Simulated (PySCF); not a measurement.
PySCF job for Si(Br)2 cation (Br₂Si), SMILES Br[Si]Br (connectivity only; charge and spin as stated), charge +1, multiplicity 2, B3LYP-D3(BJ)/def2-TZVP. Coordinates come from a B3LYP-D3(BJ)/def2-TZVP optimisation. The multiplicity is an assumed one; other spin states were not compared. The isomer is the one that the SMILES or the coordinates give; other isomers of the formula were not compared.

```python
import numpy as np
from pyscf import gto, scf, dft, df
from pyscf.hessian import thermo

mol = gto.M(
    atom='''
    Si    0.00000000    0.00000000    0.85538778
    Br    0.00000000    1.88441168   -0.17107756
    Br    0.00000000   -1.88441169   -0.17107756
    ''',
    basis='def2-TZVP',
    charge=1,
    spin=1,
    max_memory=1600,
    verbose=3,
)
mf = dft.UKS(mol, xc='b3lyp').density_fit(auxbasis='def2-universal-jkfit')
mf.disp = 'd3bj'
mf.grids.level = 3
mf.conv_tol = 1e-11
mf.max_cycle = 100
mf.kernel()
fine, coarse = mf.grids, dft.Grids(mol).set(level=1).build(with_non0tab=True)
for _ in range(3):  # follow internal instabilities
    mf.grids = coarse
    mo, _, stable, _ = mf.stability(return_status=True, nroots=4)
    mf.grids = fine
    if stable:
        break
    mf.kernel(mf.make_rdm1(mo, mf.mo_occ))

# [left out here: the lines that compute and print the analytic Hessian (its translational invariance restored by hand, since the grid's response is missing), thermochemistry and intensities]
```

It prints:

```

WARN: HOMO -0.221506587374472 >= LUMO -0.221506587374472

converged SCF energy = -5437.61969376659  <S^2> = 0.75461659  2S+1 = 2.0046113
<class 'pyscf.df.df_jk.DFUKS'> wavefunction is stable in the internal stability analysis

WARN: DFTD3 does not support analytical Hessian, using finite difference


WARN: Mole.unit (angstrom) is changed to Bohr

Mode                                 0                   1                   2
Irrep
Freq [cm^-1]                      118.1451            380.2703            544.6366
Reduced mass [au]                  56.5410             37.0598             31.9278
Force const [Dyne/A]                0.4650              3.1575              5.5800
Char temp [K]                     169.9845            547.1243            783.6109
Normal mode                   x     y     z       x     y     z       x     y     z
       0  Si                -0.00  0.00  0.09   -0.00 -0.00 -0.15    0.00 -0.17  0.00
       1  Br                 0.00 -0.07 -0.02   -0.00 -0.04  0.03   -0.00  0.03 -0.02
       2  Br                -0.00  0.07 -0.02    0.00  0.04  0.03   -0.00  0.03  0.02
temperature 298.1500 [K]
pressure 101325.00 [Pa]
Rotational constants [GHz] 20.08012 0.89057 0.85275
Symmetry number 2
Zero-point energy (ZPE) 0.00238 [Eh]   6238.837 [J/mol]
                           tot       elec      trans        rot        vib
Entropy [J/mol/K]       308.647      5.763    174.046    109.072     19.765
Cv [J/mol/K]             44.181      0.000     12.472     12.472     19.238
Cp [J/mol/K]             52.495      0.000     20.786     12.472     19.238
Internal energy [J/mol]                      3718.434   3718.434   9448.894
Internal energy [Eh]   -5437.61326  -5437.61969
Enthalpy [J/mol]                             6197.391   3718.434   9448.894
Enthalpy [Eh]          -5437.61232
Gibbs free energy [J/mol]                  -45694.425 -28801.526   3555.928
Gibbs free energy [Eh] -5437.64737
mode   freq/cm-1   IR/(km/mol)
   1      118.15         2.801
   2      380.27        19.581
   3      544.64       136.055
max |gradient| / (hartree/bohr): 7.841781048938861e-05
APT charges: [ 1.1249 -0.0625 -0.0625]
```

Self-consistency was reached.
